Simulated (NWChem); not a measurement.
System: Si2NH5ClF; SMILES F[SiH2]N[SiH2]Cl

Here is an NWChem input.

```
start job
memory heap 200 mb stack 900 mb global 1100 mb
geometry units angstroms noautoz
  Si    -0.422836     1.623348    -0.149707
  F      0.531457     2.835998    -0.706910
  N      0.521601     0.357304     0.580664
  Si     0.965178    -1.173075    -0.127641
  Cl    -0.291732    -2.722409     0.491239
  H     -1.324283     2.238718     0.874254
  H     -1.140798     1.035126    -1.321562
  H      0.812477     0.506247     1.553349
  H      2.348275    -1.552425     0.302038
  H      0.832777    -1.037946    -1.611062
end
basis spherical
  * library 6-31g*
end
dft
  xc b3lyp
  iterations 150
  vectors input atomic output neutral.movecs
end
task dft energy
charge 1
dft
  odft
  mult 2
  vectors input atomic output cation.movecs
end
task dft energy
```

The geometry was optimised at PBE-D3(BJ)/def2-SVP.

Ions are spin-unrestricted doublets at the neutral geometry; other ion states weren't tried.

### Question
What results follow from this input? (B3LYP/6-31G* (spherical d), vertical spin-unrestricted ions.) Quantities: vertical ionisation energy, ΔSCF (eV); −ε(HOMO) (eV).

### Answer
```yaml
vertical ionisation energy, ΔSCF (eV): 10.37
"−ε(HOMO) (eV)": 8.08
```
